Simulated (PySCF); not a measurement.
# Electron correlation in Cu⁺ (copper, charge +1)

[Ar] 3d9 4p1, one real determinant (an excited configuration). Calculation: PySCF 2.14, in def2-TZVPPD (6s6p4d2f1g, 67 functions); the non-relativistic Hamiltonian (point nucleus). Frozen: [Ne]; 18 electrons correlated.

```tsv
level	correlation energy (mhartree)
CCSD	-614.73
(T)	-11.62
CCSD(T)	-626.35
```

Diagnostics: T1 = 0.011, D1 = 0.0366, largest double amplitude 0.021.

The real determinant used has ⟨L²⟩ near 8 against 12 for a pure F term, so it mixes terms.

Cost of the coupled-cluster step: about 40 core-seconds, for 18 correlated electrons.

Iterations:

```
CC2 = 0
CCSD nocc = (np.int64(10), np.int64(8)), nmo = (62, 62)
frozen orbitals [[0, 1, 2, 3, 4], [0, 1, 2, 3, 4]]
max_cycle = 100
direct = 0
conv_tol = 1e-08
conv_tol_normt = 1e-06
diis_space = 8
diis_start_cycle = 0
Init t2, MP2 energy = -0.661710157013453
Init E_corr(UCCSD) = -0.661710157021429
cycle = 1  E_corr(UCCSD) = -0.591812695072919  dE = 0.0698974619  norm(t1,t2) = 0.0930113
cycle = 2  E_corr(UCCSD) = -0.619815005392277  dE = -0.0280023103  norm(t1,t2) = 0.0397458
cycle = 3  E_corr(UCCSD) = -0.614317530596454  dE = 0.0054974748  norm(t1,t2) = 0.0224039
cycle = 4  E_corr(UCCSD) = -0.614199005680797  dE = 0.000118524916  norm(t1,t2) = 0.00518867
cycle = 5  E_corr(UCCSD) = -0.614670046710801  dE = -0.00047104103  norm(t1,t2) = 0.00241287
cycle = 6  E_corr(UCCSD) = -0.614757361562947  dE = -8.73148521e-05  norm(t1,t2) = 0.0017822
cycle = 7  E_corr(UCCSD) = -0.61460899902146  dE = 0.000148362541  norm(t1,t2) = 0.00131847
cycle = 8  E_corr(UCCSD) = -0.614737509093444  dE = -0.000128510072  norm(t1,t2) = 0.000636605
cycle = 9  E_corr(UCCSD) = -0.614740809212294  dE = -3.30011885e-06  norm(t1,t2) = 0.000222056
cycle = 10  E_corr(UCCSD) = -0.614720854307453  dE = 1.99549048e-05  norm(t1,t2) = 0.000109345
cycle = 11  E_corr(UCCSD) = -0.614726152916238  dE = -5.29860878e-06  norm(t1,t2) = 6.03408e-05
cycle = 12  E_corr(UCCSD) = -0.614726063650908  dE = 8.92653295e-08  norm(t1,t2) = 2.76448e-05
cycle = 13  E_corr(UCCSD) = -0.614726394603016  dE = -3.30952108e-07  norm(t1,t2) = 9.48584e-06
cycle = 14  E_corr(UCCSD) = -0.614726760714698  dE = -3.66111682e-07  norm(t1,t2) = 3.58254e-06
cycle = 15  E_corr(UCCSD) = -0.614726430039049  dE = 3.30675648e-07  norm(t1,t2) = 1.9541e-06
cycle = 16  E_corr(UCCSD) = -0.614726537706148  dE = -1.07667099e-07  norm(t1,t2) = 8.37528e-07
cycle = 17  E_corr(UCCSD) = -0.614726546848553  dE = -9.14240517e-09  norm(t1,t2) = 4.49185e-07
UCCSD converged
E(UCCSD) = -1639.074599010782  E_corr = -0.6147265468485534
UCCSD(T) correction = -0.0116240172998506
```

The reference is one real determinant that mixes LS terms of this configuration.

This basis was not built for core-valence correlation, so the inner-shell part is incomplete.
